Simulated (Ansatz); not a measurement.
Ansatz (an electronic-structure program) input (PBE0/6-31G*):

Ansatz 0.2 input:
```yaml
crystal:
  periodic: [false, false, false]
  atoms:
    - {symbol: Ge, position_ang: [-0.00636411, -0.01788243, 1.10493422]}
    - {symbol: Br, position_ang: [1.08381413, -1.62619655, -0.52533801]}
    - {symbol: Br, position_ang: [-1.07799552, 1.64254620, -0.48488756]}
basis:
  gaussian:
    orbitals: 6-31G*
hamiltonian:
  xc: {name: PBE0}
total_charge: -1
magnetization: {spin_polarized: true, initial_magnetization: 1}
```

End of the output:

```
integrals: 0.05 GiB planned
972 factors; integrals over basis functions are off by at most 4.9e-4 eV
mean field: 1.11 GiB planned
mean field evaluation 1: about -196567.2920 eV, gradient 1.3e1 eV
mean field evaluation 2: about -196567.3732 eV, gradient 1.3e1 eV
mean field evaluation 4: about -196567.7358 eV, gradient 4.2e-1 eV
mean field evaluation 8: about -196567.7409 eV, gradient 1.3e-2 eV
mean field evaluation 16: about -196567.7409 eV, gradient 4.6e-5 eV
mean field -196567.74094840 eV, -7223.7312414536 hartree, gradient 2.7e-5 eV, S^2 0.753925; 0 other end points of the search recorded, 0 dependent functions left out
reference -196567.74097158 eV, -7223.7312423054 hartree; 52, 51 occupied and 53, 54 virtual orbitals, 972 factors
Total energy: -196567.74097158 eV, -7223.7312423054 hartree
```
